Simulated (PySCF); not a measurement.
# Fe⁺ (iron, charge +1): UHF calculation

Configuration: [Ar] 3d5 4s2, high-spin 6S determinant (an excited configuration). Computed with PySCF 2.14 in x2c-QZVPPall (11s7p5d4f2g, 103 functions), with the spin-free X2C one-electron Hamiltonian (Gaussian nucleus).

```
Total energy                        : -1271.061329 hartree
One-electron energy                 : -1742.0664 hartree
Hartree (Coulomb) energy            : 525.6652 hartree
Exchange energy                     : -54.6602 hartree
⟨S²⟩                                : 8.7571
⟨L²⟩                                : 0.000
Sum of ⟨r⟩                          : 19.07 bohr
Sum of ⟨r²⟩                         : 29.71 bohr²
Langevin diamagnetic susceptibility : -23.5 ×10⁻⁶ cm³/mol
```

```csv
shell,electrons,mean orbital energy (eV),"rms radius, mean of both spins (bohr)"
1s α,1,-7190.8,0.0675
1s β,1,-7190.8,0.0675
2s α,1,-901.08,0.288
2s β,1,-896.66,0.288
2p α,3,-766.69,0.260
2p β,3,-762.31,0.260
3s α,1,-137.20,0.863
3s β,1,-124.63,0.863
3p α,3,-97.347,0.923
3p β,3,-82.207,0.923
3d α,5,-34.254,1.10
4s α,1,-16.973,2.87
4s β,1,-15.631,2.87
```

Densities and radii are taken from the X2C orbitals without a picture-change correction, which distorts them close to the nucleus.

Spin-orbit constants ζ (cm⁻¹) from the X2C one-electron operator on these orbitals: bare nucleus, nucleus screened by l(l+1)(2l+1)/3 electrons, and screened by the Breit-Pauli mean field of the electrons.

```json
{"shell": "2p", "bare": "70620", "screened nucleus": "65190", "mean field": "n/a"}
{"shell": "3p", "bare": "8787", "screened nucleus": "8111", "mean field": "n/a"}
{"shell": "3d", "bare": "844.8", "screened nucleus": "519.9", "mean field": "n/a"}
```
